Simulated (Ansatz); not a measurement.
Ansatz (a first-principles code) input:

Ansatz 0.2 input:
```yaml
crystal:
  periodic: [false, false, false]
  atoms:
    - {symbol: Al, position_ang: [-0.00000000, -0.00000000, -1.20443026]}
    - {symbol: Cl, position_ang: [0.00000000, 0.00000000, 0.92103490]}
basis:
  gaussian:
    orbitals: def2-TZVPD
hamiltonian:
  xc: {name: PBE}
total_charge: 1
magnetization: {spin_polarized: true, initial_magnetization: 1}
```

What final total energy does it print?

-702.04288 Eh (PBE/def2-TZVPD). The basis has 89 functions.

This state (charge 1, doublet) is run at the relaxed geometry of the species with charge 0 and multiplicity 3.
